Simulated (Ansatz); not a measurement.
A nudged elastic band was laid between two geometries of C2H7FSSi2 (13 atoms, charge 0, multiplicity 1).

The calculation used RKS PBE0-D4/6-31G* (Ansatz).

```yaml
movable_images: 7
climbing_image: yes
spring: 5.0 eV/Å²
optimiser: quadratic models (default)
start_path: through a guess of the saddle point
force_threshold: 0.5 eV/Å
iteration_limit: 60
end_points: relaxed
```

Image 0:

```xyz
13
Properties=species:S:1:pos:R:3
C -1.833 -1.223 -0.406
Si -0.025 -1.112 0.026
F 0.162 -1.154 1.635
C 0.690 0.531 -0.569
Si 1.422 1.786 0.646
S 0.629 0.800 -2.181
H -2.265 -2.173 -0.073
H -2.396 -0.408 0.063
H -1.959 -1.147 -1.491
H 0.784 -2.215 -0.555
H 0.373 2.149 1.640
H 1.885 2.990 -0.090
H 2.553 1.141 1.369
```

Image 8:

```xyz
13
Properties=species:S:1:pos:R:3
C -1.728 -1.127 -0.460
Si 0.013 -1.067 0.186
F -0.010 -1.038 1.810
C 0.841 0.521 -0.409
Si 0.765 2.032 0.702
S 0.965 0.567 -2.118
H -2.255 -2.014 -0.093
H -2.287 -0.241 -0.142
H -1.718 -1.152 -1.553
H 0.856 -2.217 -0.224
H 1.242 1.754 2.089
H 1.446 3.235 0.138
H 1.891 0.711 0.089
```

Q: What changes between the two ends?

A: Bonds formed: C4–H13.

Q: What energy profile does the band end with?

A: The run converged. The highest image is number 7 of 0 to 8, 37.7 kcal/mol above the first end and 0.3 kcal/mol above the last; the last end lies 37.4 kcal/mol above the first. The threshold of 0.5 eV/Å is loose, so the images may lie well off the minimum-energy path. The order of the stationary point at the top wasn't checked.

```
image  path coordinate (Å)  energy (kcal/mol)  C4–H13 (Å)
    0                 0.00                0.0        2.76
    1                 0.41                0.1        2.75
    2                 0.83                0.3        2.73
    3                 1.25                1.4        2.62
    4                 1.67                6.5        2.36
    5                 2.09               18.5        2.01
    6                 2.51               35.8        1.57
    7                 2.93               37.7        1.18
    8                 3.36               37.4        1.18
```

Q: What is the geometry of the highest image?

A: 
```xyz
13
Properties=species:S:1:pos:R:3
C -1.730 -1.096 -0.418
Si 0.037 -1.074 0.156
F 0.060 -1.105 1.781
C 0.867 0.517 -0.430
Si 0.723 2.049 0.625
S 1.098 0.454 -2.126
H -2.232 -2.021 -0.103
H -2.278 -0.252 0.006
H -1.777 -1.023 -1.511
H 0.858 -2.213 -0.316
H 0.993 1.770 2.077
H 1.522 3.215 0.142
H 1.880 0.744 0.131
```

The run took 96 s on 2 threads of AMD EPYC 9R45 96-Core Processor (Zen 5), with other jobs on the host, peak memory 0.32 GiB.
